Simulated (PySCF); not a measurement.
## Ionising In₂

PBE0; In def2-SVP with ECP28; scalar-relativistic core potentials (PySCF 2.14). Neutral (UKS): triplet (σ ↑, π ↑), Re = 3.053 Å, ωe = 114 cm⁻¹, De = 1.26 eV, HOMO -4.03 eV, LUMO -2.63 eV.

In₂⁺ (UKS): doublet (σ ↑), Re = 3.563 Å, ωe = 70.8 cm⁻¹, De = 1.42 eV to In⁺ + In. The energies at the minima are -380.26545 hartree for In2 and -380.06499 for In₂⁺.

Work out the adiabatic ionisation energy, without and with harmonic zero-point energies (1 hartree = 27.2114 eV, 1 eV = 8065.5 cm⁻¹), and the change of the bond length.

At PBE0: 0.20046 hartree = 5.455 eV between the minima; the zero-point term (70.8 − 114.0)/2 cm⁻¹ = -0.003 eV makes it 5.452 eV. Re changes by +51.0 pm against the neutral. The electron leaves a π orbital, and the longer bond of the ion fits a bonding orbital, or a change in how ionic the bond is.

These are scalar-relativistic numbers at best; spin–orbit coupling would shift them, the dissociation energy most. States were picked by a PBE0 search and need not be the measured ground states.
